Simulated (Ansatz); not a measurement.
The same path of ClF₃H₂HfS (8 atoms, charge 0, multiplicity 1) was run twice with different band settings.

Level of theory: RKS PBE-D4/def2-SVP (Ansatz).

Relaxed end points:

```xyz
8
Properties=species:S:1:pos:R:3
Hf 0.008 0.047 0.051
Cl 0.363 -0.054 2.407
F 1.798 -0.074 -0.606
F -0.515 1.747 -0.668
F -0.764 -1.506 -0.788
S -2.869 0.169 0.892
H -3.132 -1.147 0.653
H -2.649 -0.055 2.218
```

```xyz
8
Properties=species:S:1:pos:R:3
Hf -0.198 0.436 -0.015
Cl -0.269 1.835 1.911
F 0.345 -1.386 0.282
F 1.333 1.121 -0.935
F -1.548 0.668 -1.366
S -2.626 -0.587 1.296
H -2.755 -1.765 0.621
H -2.041 -1.196 2.366
```

Common settings: climbing image yes; spring 5.0 eV/Å²; optimiser quadratic models (default); start path through a guess of the saddle point; force threshold 0.05 eV/Å; iteration limit 60; end points relaxed.

| run | movable images |
| --- | --- |
| 1 | 5 |
| 2 | 1 |

(1) What does each run give, and how far can it be trusted?

Results:

(1) Run 1: converged after 17 iterations, highest image 0.244 eV above the first end. A vibrational analysis at the climbing image gives one clearly imaginary mode, 49i cm⁻¹: a first-order saddle point.
Run 2: converged after 16 iterations, highest image 0.244 eV above the first end. Another band between the same ends (5 images) ends at a top of the same energy, where a vibrational analysis finds 1 clearly imaginary mode. So few images can step over the top or miss a turn of the path.
